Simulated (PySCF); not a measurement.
## Peak assignment

Atom-mapped SMILES (the numbers label the heavy atoms): `[CH3:1][CH2:2]/[CH:3]=[CH:4]/[C:5]([NH2:6])=[O:7]` (H(Xn): hydrogen on atom n). Ha(N6) is cis to the C=O or C=S heteroatom; Hb(N6) is trans to the C=O or C=S heteroatom.

Non-relativistic Hamiltonian, one computed conformer, rapidly exchanging positions averaged, isolated molecule. PBE0-D3(BJ)/def2-SVP geometry; GIAO B3LYP/pcSseg-1 shieldings; B3LYP/pcJ-1 coupling constants (spin–dipole term only in couplings to heteroatoms); PySCF.

Scale: 13C (σref 179.24), 1H (σref 31.38) against TMS (reference shieldings calculated alike).

**Question.** Assign these signals to the numbered atoms. 13C{1H} NMR (computed): δ 164.7, 159.9, 126.8, 31.6, 16.3.

**Answer.** 
| δ (ppm) | atoms | environment | reason |
| --- | --- | --- | --- |
| 164.7 | C5 | amide carbonyl carbon | it is a carbonyl in resonance with an O or N lone pair, the region of acids, esters and amides |
| 159.9 | C3 | β carbon of a C=C–C=O unit | conjugation with the carbonyl draws π density from the β position |
| 126.8 | C4 | α carbon of a C=C–C=O unit | an sp2 carbon of a C=C bond |
| 31.6 | C2 | allylic sp3 CH2 | saturated and bonded to C and H only |
| 16.3 | C1 | methyl carbon | aliphatic region, no heteroatom directly attached |

**Question.** Assign these signals to the numbered atoms. 1H NMR (300 MHz, computed): δ 7.17 (dt, J = 15.4, 9.2 Hz, 1H), 5.38 (dt, J = 15.4, 1.7 Hz, 1H), 4.35 (br, 1H), 4.14 (br, 1H), 2.12 (dqd, J = 9.2, 8.5, 1.7 Hz, 2H), 1.09 (t, J = 8.5 Hz, 3H).

**Answer.** 
| δ (ppm) | atoms | environment | reason |
| --- | --- | --- | --- |
| 7.17 | H(C3) | hydrogen on a β carbon of a C=C–C=O unit | attached to an sp2 carbon and in the plane of the double bond |
| 5.38 | H(C4) | hydrogen on an α carbon of a C=C–C=O unit | attached to an sp2 carbon and in the plane of the double bond |
| 4.35 | Hb(N6) | hydrogen on an amide-type nitrogen | exchangeable; this is the value without hydrogen bonding to other molecules |
| 4.14 | Ha(N6) | hydrogen on an amide-type nitrogen | – |
| 2.12 | H(C2) | hydrogen on an allylic sp3 CH2 | allylic position |
| 1.09 | H(C1) | hydrogen on a methyl carbon | – |

OH and NH positions are those of a molecule without intermolecular hydrogen bonds; in solution they move with solvent, concentration and temperature, and exchange usually removes their couplings. Rotation about the amide-type C–N bond is slow at room temperature, so the two groups on nitrogen are listed apart. Splittings below 1 Hz are ignored in the labels, and close J values are merged. Unscaled 3J(H,H) at this level run about 10 % above measured values. Shifts are as computed. Against solution values, carbons near 30 ppm lie about +2 ppm off and those near 130 ppm about +6 ppm. Of 1211 compounds with measured shifts, 218 miss one by over three times the rms of a fit or turn the order of signals round; such compounds aren't used in these exercises. Hydrogen bonding in solution deshields acid and N–H amide carbonyl carbons by as much as 10 ppm beyond these values. Couplings across =CH–CH2 type bonds come from one rotamer and its mirror image, and can be 1–2 Hz further off.
